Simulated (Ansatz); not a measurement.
## CHBrF2 (bromodifluoromethane): entropy by statistical mechanics

A singlet with charge 0, relaxed at HF/6-31G* (Cartesian functions) (Ansatz 0.2.0):

```xyz
5

F     0.1734   -0.6162    1.1896
C     0.1434    0.0222    0.0352
F     0.7017   -0.7449   -0.8818
Br   -1.6883    0.3849   -0.4546
H     0.6698    0.9540    0.1116
```

Harmonic wavenumbers in cm⁻¹: 343, 350, 628, 783, 1247, 1310, 1460, 1545, 3399.

Masses in u: F 18.998, C 12.011, Br 79.904, H 1.008. Take T = 298.15 K, p = 1 bar, R = 8.3145 J/(mol K), kT/hc = 207.22 cm⁻¹, rigid rotor and harmonic oscillator.

**Question.** Compute the standard molar entropy.

**Answer.** 
1. Translation (Sackur–Tetrode): S = R[3/2 ln M + 5/2 ln T − 1.1517] with M = 130.919 gives 169.6 J/(mol K).
2. Rotation: principal moments 48.243, 173.826, 212.715 u Å² give A, B, C = 0.3494, 0.097, 0.0792 cm⁻¹; the symmetry number is σ = 1; q = (√π/σ)√((kT/hc)³/ABC) = 102050; S = R(ln q + 3/2) = 108.4.
3. Vibration: with u = ν̃/207.22, each mode gives R[u/(eᵘ − 1) − ln(1 − e⁻ᵘ)]; the sum is 12.9, most from 343 cm⁻¹ (5.0), 350 cm⁻¹ (4.9), 628 cm⁻¹ (1.7).
4. Spin: R ln 1 = 0.0.
5. Sum: 169.6 + 108.4 + 12.9 + 0.0 = 290.9 J/(mol K).

The tabulated value is 295.1 J/(mol K) (CRC Handbook of Chemistry and Physics): the model is off by -4.2.
